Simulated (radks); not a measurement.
Task: Successive ionisation energies (eV) of one element, from differences of total energies of ions in their ground configurations, starting at charge 0: 7.532, 15.605, 34.791, 46.341, 90.719, 118.11, 147.66, 179.22, 212.68, 247.97. All-electron calculation, Dirac Kohn-Sham, PBE, spin-unpolarised, spherical densities, finite nucleus; open shells fill j = l - 1/2 first; Fermi nuclear charge, rms radius 4.0742 fm. Program: a radial shooting solver on a logarithmic mesh with Libxc functionals. Which element is it?

Result: Germanium (Z = 32). The first species listed is Ge in [Ar] 3d10 4s2 4p2, the last Ge9+ in [Ar] 3d5.
